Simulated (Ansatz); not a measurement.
H3In (SMILES [InH3]) moved off its minimum; all values from Ansatz (a program for electronic structure), cores frozen in correlated methods. Elements past Kr take the def2 small-core potentials, without spin–orbit coupling.
(charge 0, multiplicity 1)
```xyz
4

In    -0.01365    -0.08037    -0.01157
H      0.67948    -0.50812     1.48823
H     -0.32054     1.63958    -0.31402
H     -0.35228    -1.13611    -1.22216
```

Forces at HF/def2-TZVPP (eV/Å):

```csv
atom,Fx,Fy,Fz
In1,0.150,1.453,0.542
H2,0.110,-0.149,0.315
H3,0.036,-0.337,0.101
H4,-0.296,-0.967,-0.958
```

Q: Give the forces (eV/Å), the total energy and the dipole at CCSD(T)/def2-TZVPPD.

A: 
```csv
atom,Fx,Fy,Fz
In1,0.135,1.399,0.543
H2,0.193,-0.191,0.489
H3,0.003,-0.137,0.061
H4,-0.332,-1.071,-1.094
```
Energy -191.0218 hartree, dipole 0.45 D.
